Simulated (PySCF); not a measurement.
C2H8Al2O2S (SMILES [CH3][Al]([CH3])[S][Al]([OH])[OH]), singlet, at the geometry of the source list.

Here is a job for PySCF.
```python
from pyscf import gto, scf, mcscf
import numpy

mol = gto.Mole()
mol.atom = '''
    Al   -1.029300   -0.117500   -0.292100
    C    -0.748500    1.153000    1.220400
    C    -2.742200   -0.868000   -0.959400
    S     0.644200   -0.822600   -1.548000
    Al    2.385100   -0.278300   -0.327500
    O     2.590400   -1.054600    1.108400
    O     3.449300    0.825400   -0.927600
    H     0.316900    1.343500    1.414100
    H    -1.219400    2.125200    1.037600
    H    -1.184100    0.779700    2.152900
    H    -2.959000   -1.866000   -0.566100
    H    -3.598300   -0.237200   -0.703100
    H    -2.718700   -0.965100   -2.049900
    H     2.903600   -1.477000    1.894200
    H     3.909900    1.459400   -1.453900
'''
mol.basis = 'sto-3g'
mol.charge = 0
mol.spin = 0
mol.verbose = 3
mol.build()

mf = scf.RHF(mol)
mf.kernel()
mc = mcscf.CASSCF(mf, 7, 8)
mc.fix_spin_(ss=0.0)
mc.kernel()
occ = numpy.linalg.eigvalsh(mc.fcisolver.make_rdm1(mc.ci, mc.ncas, mc.nelecas))[::-1]
ss = mc.fcisolver.spin_square(mc.ci, mc.ncas, mc.nelecas)[0]
print('natural occupations', occ.round(4), ' <S^2>', round(ss, 4))
```

What SCF-reference Mulliken (on the basis functions themselves) charges in atom order does CASSCF(8,7)/STO-3G in PySCF give?

Al1 0.88, C2 -0.40, C3 -0.41, S4 -0.45, Al5 1.11, O6 -0.63, O7 -0.63, H8 0.02, H9 0.03, H10 0.03, H11 0.03, H12 0.02, H13 0.03, H14 0.19, H15 0.19

What number of basis functions does CASSCF(8,7)/STO-3G give?

55

Estimate the natural occupations of the active orbitals that CASSCF(8,7)/STO-3G returns for this input.

2.00, 1.99, 1.98, 1.97, 0.03, 0.02, 0.01

Give the nuclear repulsion energy at the level CASSCF(8,7)/STO-3G.

484.7727 Eh

Roughly what does it cost on one core?

roughly 15 core-seconds.
